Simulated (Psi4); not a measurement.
GeI4, charge -1, doublet, geometry from GFN2-xTB (a state made from the parent by changing its charge; the spin is typed, not shown lowest) (core potentials on I) (a gas-phase anion, which may not be bound at this level), with bond 1-2 at 1.6 times its length; HF/def2-SVP (Psi4 1.11).

Input for Psi4:
```
memory 2 GB

molecule {
-1 2
I    -1.62397104    3.90892592   -1.32912032
Ge   -0.00000000   -0.00000000   -0.00000000
I    -1.89317457   -1.98061983   -0.42652050
I     0.61477469    0.12473657    2.70099564
I     2.29338179   -0.58719544   -1.44377495
}

set {
  basis def2-svp
  reference uhf
}

energy('scf')
print_variables()
```

Task: Predict the main parts of the log of this Psi4 run.

Result: 
```
   => Loading Basis Set <=

    Name: DEF2-SVP
    Role: ORBITAL
    Keyword: BASIS

    !!!  WARNING: ECP capability is in beta. Please check occupations closely.  !!!

         ---------------------------------------------------------
                                   SCF
               by Justin Turney, Rob Parrish, Andy Simmonett
                          and Daniel G. A. Smith
                              UHF Reference
         ---------------------------------------------------------

  ==> Geometry <==

    Molecular point group: c1
    Full point group: C1

    Geometry (in Angstrom), charge = -1, multiplicity = 2:

       Center              X                  Y                   Z               Mass
    ------------   -----------------  -----------------  -----------------  -----------------
         I           -1.491076366987     3.589046176023    -1.220354207542   126.904471900000
         GE           0.132894673013    -0.319879743977     0.108766112458    73.921177761000
         I           -1.760279896987    -2.300499573977    -0.317754387542   126.904471900000
         I            0.747669363013    -0.195143173977     2.809761752458   126.904471900000
         I            2.426276463013    -0.907075183977    -1.335008837542   126.904471900000

  Running in c1 symmetry.

  Rotational constants: A =      0.00648  B =      0.00416  C =      0.00416 [cm^-1]
  Rotational constants: A =    194.22637  B =    124.86105  C =    124.86105 [MHz]
  Nuclear repulsion =  938.913556319215104

  Charge       = -1
  Multiplicity = 2
  Electrons    = 133
  Nalpha       = 67
  Nbeta        = 66

  ==> Algorithm <==

  SCF Algorithm Type is DF.
  DIIS enabled.
  MOM disabled.
  Fractional occupation disabled.
  Guess Type is SAD.
  Energy threshold   = 1.00e-06
  Density threshold  = 1.00e-06
  Integral threshold = 1.00e-12

  ==> Primary Basis <==

  Basis Set: DEF2-SVP
    Blend: DEF2-SVP
    Number of shells: 52
    Number of basis functions: 136
    Number of Cartesian functions: 147
    Spherical Harmonics?: true
    Max angular momentum: 2

  Core potential: DEF2-SVP
    Number of shells: 16
    Number of ECP primitives: 116
    Number of ECP core electrons: 112
    Max angular momentum: 3

   => Loading Basis Set <=

    Name: (DEF2-SVP AUX)
    Role: JKFIT
    Keyword: DF_BASIS_SCF

  ==> Integral Setup <==

  SCF_SUBTYPE=INCORE selected. In-core MEM_DF algorithm will be used.
  Using in-core AOs.

  ==> MemDFJK: Density-Fitted J/K Matrices <==

    J tasked:                   Yes
    K tasked:                   Yes
    wK tasked:                   No
    Algorithm:                 Core
    Schwarz Cutoff:           1E-12
    Mask sparsity (%):      16.5009
    Fitting Condition:        1E-10

   => Auxiliary Basis Set <=

  Basis Set: (DEF2-SVP AUX)
    Blend: DEF2-UNIVERSAL-JKFIT
    Number of shells: 244
    Number of basis functions: 1138
    Number of Cartesian functions: 1607
    Spherical Harmonics?: true
    Max angular momentum: 5

  Minimum eigenvalue in the overlap matrix is 1.4798453093E-02.
  Reciprocal condition number of the overlap matrix is 4.4278724494E-03.
    Using symmetric orthogonalization.

  ==> Pre-Iterations <==

  SCF Guess: Superposition of Atomic Densities via on-the-fly atomic UHF (no occupation information).

   -------------------------
    Irrep   Nso     Nmo
   -------------------------
     A        136     136
   -------------------------
    Total     136     136
   -------------------------

  ==> Iterations <==

                           Total Energy        Delta E     RMS |[F,P]|

   @DF-UHF iter SAD: -3243.21777089644274   -3.24322e+03   0.00000e+00
   @DF-UHF iter   1: -3260.07838567455246   -1.68606e+01   1.65243e-02 DIIS/ADIIS
   @DF-UHF iter   2: -3260.88978686750806   -8.11401e-01   1.48130e-02 DIIS/ADIIS
   @DF-UHF iter   3: -3261.88498446758058   -9.95198e-01   1.01933e-03 DIIS/ADIIS
   @DF-UHF iter   4: -3261.89887486901443   -1.38904e-02   3.25837e-04 DIIS/ADIIS
[...]
   @DF-UHF iter  70: -3261.89639387831221   -2.58759e-04   9.61354e-05 DIIS
   @DF-UHF iter  71: -3261.89551859384164    8.75284e-04   1.22178e-04 DIIS/ADIIS
   @DF-UHF iter  72: -3261.89650252205365   -9.83928e-04   8.90631e-05 DIIS
   @DF-UHF iter  73: -3261.89679284472959   -2.90323e-04   8.83756e-05 DIIS
   @DF-UHF iter  74: -3261.89690230659562   -1.09462e-04   8.75805e-05 DIIS
   @DF-UHF iter  75: -3261.89931383292378   -2.41153e-03   1.18582e-04 DIIS/ADIIS
   @DF-UHF iter  76: -3261.89602926856060    3.28456e-03   1.27110e-04 DIIS/ADIIS
   @DF-UHF iter  77: -3261.89596085816947    6.84104e-05   1.30981e-04 DIIS/ADIIS
   @DF-UHF iter  78: -3261.89578325309321    1.77605e-04   1.33350e-04 DIIS/ADIIS
   @DF-UHF iter  79: -3261.89581337553136   -3.01224e-05   1.32684e-04 DIIS/ADIIS
   @DF-UHF iter  80: -3261.89620853671795   -3.95161e-04   1.24376e-04 DIIS/ADIIS
   @DF-UHF iter  81: -3261.89591155745302    2.96979e-04   1.30735e-04 DIIS/ADIIS
   @DF-UHF iter  82: -3261.89569850147109    2.13056e-04   1.30327e-04 DIIS/ADIIS
   @DF-UHF iter  83: -3261.89570631117476   -7.80970e-06   1.34565e-04 DIIS/ADIIS
   @DF-UHF iter  84: -3261.89581748116825   -1.11170e-04   1.31021e-04 DIIS/ADIIS
   @DF-UHF iter  85: -3261.89654102387431   -7.23543e-04   1.13975e-04 DIIS/ADIIS
   @DF-UHF iter  86: -3261.89979089465487   -3.24987e-03   1.24085e-04 DIIS/ADIIS
   @DF-UHF iter  87: -3261.89845096168801    1.33993e-03   1.38428e-04 DIIS/ADIIS
   @DF-UHF iter  88: -3261.89845135852465   -3.96837e-07   1.24298e-04 DIIS/ADIIS
   @DF-UHF iter  89: -3261.89905289809712   -6.01540e-04   1.44191e-04 DIIS/ADIIS
   @DF-UHF iter  90: -3261.89774932826549    1.30357e-03   1.27257e-04 DIIS/ADIIS
   @DF-UHF iter  91: -3261.89941387311455   -1.66454e-03   1.56767e-04 DIIS/ADIIS
   @DF-UHF iter  92: -3261.89830574327971    1.10813e-03   1.45362e-04 DIIS/ADIIS
   @DF-UHF iter  93: -3261.89821746520329    8.82781e-05   1.46381e-04 DIIS/ADIIS
   @DF-UHF iter  94: -3261.89693839564234    1.27907e-03   1.25593e-04 DIIS/ADIIS
   @DF-UHF iter  95: -3261.89474578022055    2.19262e-03   1.75215e-04 DIIS/ADIIS
   @DF-UHF iter  96: -3261.89806811129483   -3.32233e-03   1.41658e-04 DIIS/ADIIS
   @DF-UHF iter  97: -3261.89790363022530    1.64481e-04   1.43947e-04 DIIS/ADIIS
   @DF-UHF iter  98: -3261.89749883286731    4.04797e-04   1.49155e-04 DIIS/ADIIS
   @DF-UHF iter  99: -3261.89815949824651   -6.60665e-04   1.47269e-04 DIIS/ADIIS
   @DF-UHF iter 100: -3261.89920907807846   -1.04958e-03   1.42988e-04 DIIS/ADIIS

PsiException: Could not converge SCF iterations in 100 iterations.

  Failed to converge.

Traceback (most recent call last):
  File "psi4", line 375, in <module>
  File "<string>", line 26, in <module>
  File "site-packages/psi4/driver/driver.py", line 533, in energy
  File "site-packages/psi4/driver/procrouting/proc.py", line 2760, in run_scf
  File "site-packages/psi4/driver/procrouting/proc.py", line 2047, in scf_helper
  File "site-packages/psi4/driver/procrouting/scf_proc/scf_iterator.py", line 93, in scf_compute_energy
  File "site-packages/psi4/driver/procrouting/scf_proc/scf_iterator.py", line 86, in scf_compute_energy
  File "site-packages/psi4/driver/procrouting/scf_proc/scf_iterator.py", line 609, in scf_iterate

psi4.driver.p4util.exceptions.SCFConvergenceError: Could not converge SCF iterations in 100 iterations.

Printing out the relevant lines from the Psithon --> Python processed input file:
    I     2.29338179   -0.58719544   -1.44377495
    """)
    core.IO.set_default_namespace("")
    core.set_global_option("BASIS", "def2-svp")
    core.set_global_option("REFERENCE", "uhf")
--> energy('scf')
    print_variables()

!-------------------------------------------------------!
!                                                       !
!  Could not converge SCF iterations in 100 iterations. !
!                                                       !
!-------------------------------------------------------!
```

The run did not converge; its last values are not results.
